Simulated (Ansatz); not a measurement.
A nudged elastic band was laid between two geometries of AlBClH₅Si (9 atoms, charge 0, multiplicity 1).

Method: Ansatz 0.2.0, RKS PBE0-D4/6-31G*.

- movable images: 7
- climbing image: yes
- spring: 5.0 eV/Å²
- optimiser: quadratic models (default)
- start path: through a guess of the saddle point
- force threshold: 0.05 eV/Å
- iteration limit: 33
- end points: relaxed

First end point:

```xyz
9
Properties=species:S:1:pos:R:3
Al -0.925 1.655 0.072
Si 0.881 0.043 -0.377
B 0.213 -1.683 0.391
Cl -0.762 -2.780 -0.568
H -1.895 2.137 -1.100
H -1.152 2.192 1.556
H 2.122 0.484 0.330
H 1.156 -0.058 -1.841
H 0.362 -1.989 1.538
```

Last end point:

```xyz
9
Properties=species:S:1:pos:R:3
Al -0.916 1.692 0.096
Si 0.892 0.038 -0.181
B 0.145 -1.772 0.238
Cl -0.646 -2.721 -1.005
H -2.396 1.235 0.480
H -0.611 3.244 -0.113
H 2.019 0.397 0.734
H 1.392 0.126 -1.588
H 0.122 -2.240 1.340
```

**Question.** Which bonds break or form, and what moves?

**Answer.** No bond is made or broken. The dihedral H6–Al1–Si2–H8 goes from -165 to -61°.

**Question.** Give the energies along the band, and the barrier.

**Answer.** It converged. The highest image is number 7 of 0 to 8, 0.013 eV above the first end and 0.001 eV above the last; the last end lies 0.012 eV above the first. The top lies less than 8 meV above the higher end, about what the thresholds resolve: that end is a shoulder or a very shallow well. A vibrational analysis at the climbing image gives one clearly imaginary mode, 43i cm⁻¹: a first-order saddle point.

```csv
image,path coordinate (Å),energy (eV),dihedral H6–Al1–Si2–H8 (°)
0,0.00,0.000,-165
1,0.40,0.001,-153
2,0.81,0.004,-140
3,1.21,0.007,-127
4,1.62,0.009,-114
5,2.02,0.011,-100
6,2.43,0.012,-87
7,2.83,0.013,-74
8,3.23,0.012,-61
```

**Question.** What is the geometry of the highest image?

**Answer.** 
```xyz
9
Properties=species:S:1:pos:R:3:forces:R:3
Al -0.921 1.694 0.097 0.00 0.00 0.00
Si 0.886 0.040 -0.184 0.00 -0.01 -0.01
B 0.159 -1.774 0.255 0.00 0.01 0.01
Cl -0.666 -2.724 -0.964 0.00 0.00 0.00
H -2.445 1.235 0.200 0.00 0.00 0.00
H -0.570 3.249 0.159 0.00 0.00 0.00
H 2.041 0.405 0.691 0.00 0.00 0.00
H 1.340 0.120 -1.608 0.00 0.00 0.00
H 0.176 -2.245 1.355 0.00 0.00 0.00
```

Run time: 3.8 min on 1 thread of Arm Neoverse V2, on a shared host, peak memory 0.18 GiB.
